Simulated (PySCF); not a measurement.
AlH3, SMILES [AlH3].

Coordinates come from a ωB97X-D3(BJ)/def2-TZVPD optimisation. The isomer is the one that the SMILES or the coordinates give; other isomers of the formula were not compared.

Two levels are set side by side: TDA-PBE/def2-TZVPD (PySCF) and EOM-CCSD/aug-cc-pVDZ (PySCF). Vertical, same geometry; the bases differ. Differences are taken from unrounded values.

```tsv
quantity	EOM-CCSD
lowest singlet excitation (eV)	5.53
lowest triplet excitation (TDA for PBE) (eV)	5.15
```

Problem. What does TDA-PBE give, and how far is it from EOM-CCSD? (The exact figures need the calculation; the answer reports its results.)

Solution. 
```csv
quantity,TDA-PBE,TDA-PBE minus EOM-CCSD
lowest singlet excitation (eV),4.89,-0.64
lowest triplet excitation (TDA for PBE) (eV),4.42,-0.73
```

A lower first singlet is the usual sign of a functional without exact exchange. Differences between two approximate levels are no errors against the true value.

Rough cost on one machine, each run with all the roots and properties that it gave: EOM-CCSD against TDA-PBE within a factor of 2.
